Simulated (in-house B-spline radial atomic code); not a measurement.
## N4+: [He] 2s1

Level of theory: non-relativistic LDA exchange-only, spin-polarised, spherical fractional occupations, point nucleus; calculated with an all-electron radial atomic-structure program (B-spline basis).

Z_r = [3n² - l(l+1)]/(2<r>); Z_e = n√(-2ε); the last column is Slater's effective charge. Values are occupation-weighted means over spin.

```csv
shell,electrons,ε (eV),<r> (bohr),Z_r,Z_e,Slater
1s,2,-473.3,0.2298,6.53,5.90,6.70
2s,1,-88.047,1.054,5.69,5.09,5.30
```

The least bound orbital is 2s up at -88.05 eV, and it is also the most diffuse (<r> = 1.054 bohr).
